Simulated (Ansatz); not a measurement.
Relaxation of CH10O2Si3 (16 atoms, charge 0, multiplicity 1), to a largest force component of 0.02 eV/Å in at most 50 steps.

These are results of Ansatz 0.2.0, RKS PBE0/STO-3G, not measurements.

```xyz
16
Properties=species:S:1:pos:R:3:forces:R:3
C 0.703 -1.468 -2.650 -3.21 4.29 -0.39
Si 0.993 -0.540 -1.080 1.10 0.36 2.14
O -0.356 0.287 -0.511 0.01 -0.70 -1.17
Si -0.629 1.328 0.740 -1.49 -0.87 0.32
O -2.292 1.750 0.539 1.25 1.88 2.15
Si -0.334 0.344 2.828 -0.04 0.07 -0.01
H 0.381 -0.723 -3.445 0.61 -1.13 0.93
H -0.112 -2.138 -2.547 -0.94 -1.24 0.12
H 1.545 -1.943 -2.971 3.03 -1.87 -1.13
H 1.421 -1.508 -0.019 -0.25 0.64 -0.79
H 2.098 0.425 -1.248 -0.38 -0.46 -0.07
H 0.145 2.547 0.635 0.10 0.21 -0.02
H -2.825 1.286 -0.138 0.15 -1.48 -1.40
H 1.073 -0.045 2.984 -0.56 0.13 0.02
H -0.680 1.246 3.941 0.21 -0.40 -0.59
H -1.153 -0.870 2.987 0.42 0.58 -0.12
```

Q: Where does it end, and by what steps?

A: It converged. The force dipped under the threshold on the way, but the program's further checks kept it going. Limits of this set-up: minimal basis. After 16 steps the energy has fallen by 0.736 eV; H13 moved furthest, 0.58 Å.

```csv
step,energy less start (eV),largest force component (eV/Å),accepted
0,0.0000,4.287,yes
1,-0.5635,0.682,yes
2,-0.6270,0.692,yes
3,-0.7018,0.406,yes
4,-0.7234,0.082,yes
5,-0.7313,0.058,yes
6,-0.5861,1.389,no
7,-0.7333,0.025,yes
8,-0.7338,0.195,yes
9,-0.7345,0.076,yes
10,-0.7348,0.004,yes
11,-0.7350,0.033,yes
12,-0.7351,0.031,yes
13,-0.7353,0.021,yes
14,-0.7354,0.027,yes
15,-0.7355,0.024,yes
16,-0.7356,0.018,yes
```

```xyz
16
Properties=species:S:1:pos:R:3
C 0.734 -1.474 -2.577
Si 0.975 -0.406 -1.066
O -0.547 0.184 -0.616
Si -0.632 1.274 0.682
O -2.129 2.076 0.482
Si -0.414 0.245 2.697
H 0.307 -0.902 -3.406
H 0.063 -2.313 -2.370
H 1.691 -1.887 -2.914
H 1.565 -1.195 0.000
H 1.896 0.676 -1.364
H 0.354 2.335 0.560
H -2.810 1.323 0.445
H 0.913 -0.302 2.863
H -0.636 1.181 3.773
H -1.354 -0.839 2.858
```

Whether the end is a true minimum wasn't checked by a vibrational analysis.

Time of the run: 91 s on 1 thread of Intel(R) Xeon(R) Processor @ 2.70GHz (shared host), peak memory 0.16 GiB.
